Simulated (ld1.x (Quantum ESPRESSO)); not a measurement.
## germanium, ultrasoft: configuration errors across variants

- Element: germanium (Ge)
- Generator: ld1.x (Quantum ESPRESSO) 7.5
- Type: ultrasoft
- Functional: LDA (PZ)
- Relativity: scalar-relativistic
- Frozen core: [Ne] 3s2
- Valence charge: 20
- Reference configuration: 3p6 3d10 4s2 4p2
- Partial waves: 4s (bound): rcut 1.40, rcutus 1.85 bohr; 4s channel at 0.05 Ry: rcut 1.40, rcutus 1.85 bohr; 3p (bound): rcut 1.00, rcutus 1.20 bohr; 4p (bound): rcut 1.00, rcutus 1.20 bohr; 3d (bound): rcut 1.05, rcutus 1.45 bohr; 3d channel at 0.65 Ry: rcut 1.05, rcutus 1.45 bohr
- Local potential: all-electron potential smoothed inside 1.00 bohr (lloc = -1)
- Core correction: a·sin(br)/r model core inside 1.10 bohr
- Augmentation charge: PSQ, radius 0.95 bohr

All-electron excitation energies from the reference (eV): (1) 3p6 3d10 4s2 4p1 7.636; (2) 3p6 3d10 4s2 4p0 23.352; (3) 3p6 3d10 4s1 4p0 58.570; (4) 3p6 3d10 4s2 4p2.3 -0.928.

On the changes marked as counting shells twice: ld1.x takes every shell without a wave as core, so the model core holds the marked electrons as well and exchange and correlation see them twice. This cancels in the reference configuration, but the file is broken for other ones, and its errors say nothing about a proper core correction.

The overlap operator is not positive definite (basis up to 400 Ry) in “base”, “waves 4s (bound): rcut 1.40, rcutus 1.86 bohr; 4s channel at 0.05 Ry: rcut 1.40, rcutus 1.86 bohr”, “local potential all-electron potential smoothed inside 0.82 bohr (lloc = -1)”, “wave 4s channel at 0.05 Ry: rcut 1.40, rcutus 1.85 bohr becomes 4s channel at 2.44 Ry: rcut 1.40, rcutus 1.85 bohr”, “waves 3d (bound): rcut 1.05, rcutus 1.68 bohr; 3d channel at 0.65 Ry: rcut 1.05, rcutus 1.68 bohr”. Such files are unfit for use, however small their errors in these radial tests.

Tests that are not counted but printed errors over 1 eV. “local potential all-electron potential smoothed inside 0.82 bohr (lloc = -1)”: 3p6 3d9 4s2 4p2 (solver errors, printed error -5588 eV).

5 further variants failed, have other tests or another functional or relativity, and are left out.

A true bound ghost makes a file unfit for plane-wave use even where its test errors are small: the radial tests pick states by their node count and pass the ghost by. Where a test does run into it, the solver fails or the error is huge.

The file “type TM; waves now 4s (bound): rc 1.85 bohr; 3p (bound): rc 1.20 bohr; 3d (bound): rc 1.45 bohr; local potential all-electron potential smoothed inside 1.40 bohr (lloc = -2) (4p counted twice)” misses its own reference levels by 0.5 eV.

Errors AE − PS in meV (a dash: test not solved or not reliable):

| change | (1) | (2) | (3) | (4) | bound ghosts |
| --- | --- | --- | --- | --- | --- |
| base | -8.7 | -81 | -84 | -0.1 | s (p not tested, overlap not positive) |
| waves 4s (bound): rcut 1.40, rcutus 1.86 bohr; 4s channel at 0.05 Ry: rcut 1.40, rcutus 1.86 bohr | -8.7 | -81 | -84 | -0.1 | s (p not tested, overlap not positive) |
| type TM; waves now 4s (bound): rc 1.85 bohr; 3p (bound): rc 1.20 bohr; 3d (bound): rc 1.45 bohr; local potential all-electron potential smoothed inside 1.40 bohr (lloc = -2) (4p counted twice) | +666 | +1568 | +1873 | -149 | none |
| local potential all-electron potential smoothed inside 0.82 bohr (lloc = -1) | -11 | -96 | -98 | -0.1 | s (p, d not tested, overlap not positive) |
| wave 4s channel at 0.05 Ry: rcut 1.40, rcutus 1.85 bohr becomes 4s channel at 2.44 Ry: rcut 1.40, rcutus 1.85 bohr | -8.9 | -83 | -86 | -0.1 | s (p not tested, overlap not positive) |
| waves 3d (bound): rcut 1.05, rcutus 1.68 bohr; 3d channel at 0.65 Ry: rcut 1.05, rcutus 1.68 bohr | -10 | -95 | -80 | -0.1 | s (p not tested, overlap not positive) |

Give the same row for: core correction a·sin(br)/r model core inside 0.86 bohr.

-8.8, -82, -85, -0.1; bound ghosts: s (p not tested, overlap not positive). Its overlap operator is not positive definite in a basis up to 400 Ry (lowest eigenvalue p -0.08), so the file is unfit for use: the generalised eigenproblem breaks down once the basis is large enough, and its test numbers describe a broken file.
